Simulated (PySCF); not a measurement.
Ga(Cl)2(SH) (Cl₂GaHS), SMILES [SH][Ga]([Cl])[Cl].

Geometry: B3LYP-D3(BJ)/def2-SVP. The structure was generated by enumeration; whether it is a known compound was not checked. Other conformers were not sampled.

Method: PySCF 2.14.0 with TDA-M06-2X/def2-SVPD.

Vertical excitations. The molecule is in vacuum. State labels are in the subgroup Cs.

Computed excitation energies, oscillator strengths and character:
| state | symmetry | energy (eV) | λ (nm) | f | main pairs |
|---|---|---|---|---|---|
| S1 | A" | 5.40 | 230 | 0.013 | HOMO→LUMO 89 % |
| S2 | A' | 6.05 | 205 | 0.008 | HOMO→LUMO+1 72 %, HOMO−1→LUMO 22 % |
| S3 | A" | 6.50 | 191 | 0.011 | HOMO→LUMO+2 60 %, HOMO−1→LUMO+1 9 % |
| S4 | A' | 6.60 | 188 | 0.021 | HOMO−2→LUMO 87 % |
| S5 | A" | 6.69 | 185 | 0.000 | HOMO−3→LUMO 80 % |
| S6 | A" | 6.72 | 185 | 0.000 | HOMO−1→LUMO+1 76 % |
| S7 | A" | 6.89 | 180 | 0.000 | HOMO−2→LUMO+1 98 % |
| S8 | A' | 6.92 | 179 | 0.298 | HOMO−1→LUMO 54 %, HOMO−5→LUMO 20 %, HOMO→LUMO+1 14 % |
| S9 | A' | 7.33 | 169 | 0.022 | HOMO−3→LUMO+1 82 % |
| S10 | A" | 7.36 | 169 | 0.076 | HOMO−4→LUMO 85 % |
| T1 | A" | 5.08 | 244 | 0 | HOMO→LUMO 87 % |
| T2 | A' | 5.42 | 229 | 0 | HOMO→LUMO+1 93 % |
| T3 | A' | 5.98 | 207 | 0 | HOMO−1→LUMO 84 % |
| T4 | A" | 6.15 | 202 | 0 | HOMO→LUMO+2 60 %, HOMO→LUMO+5 9 % |
Triplets are in the Tamm–Dancoff approximation.
